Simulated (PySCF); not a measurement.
Pr⁺ (praseodymium, charge +1) across methods

[Xe] 4f3 6s1, one real determinant. Computed with PySCF 2.14 in ANO-RCC-VTZP (8s7p5d3f2g1h, 104 functions), with scalar relativity by spin-free X2C-1e.

```
method  E (hartree)  mean ε 5p β (eV)  mean ε 4f α (eV)  mean ε 6s α (eV)  Σ⟨r²⟩ (bohr²)   ⟨S²⟩
r2SCAN     -9236.04           -27.010            -8.535            -8.477          62.00  6.002
  PBE0     -9235.68           -28.107           -10.206            -8.889          61.97  6.001
   UHF  -9232.49463           -31.792           -16.265            -9.919          63.75  6.002
   PBE     -9235.68           -26.488            -8.101            -8.416          61.86  6.001
```

Problem. Estimate the same row for LDA.

Solution. E (hartree) = -9228.47; mean ε 5p β (eV) = -26.697; mean ε 4f α (eV) = -8.086; mean ε 6s α (eV) = -8.639; Σ⟨r²⟩ (bohr²) = 61.48; ⟨S²⟩ = 6.000.

⟨L²⟩ = 34.08 against 42 for a pure I term, so this real determinant mixes terms. Spin-orbit coupling, absent here, splits the open shell strongly.
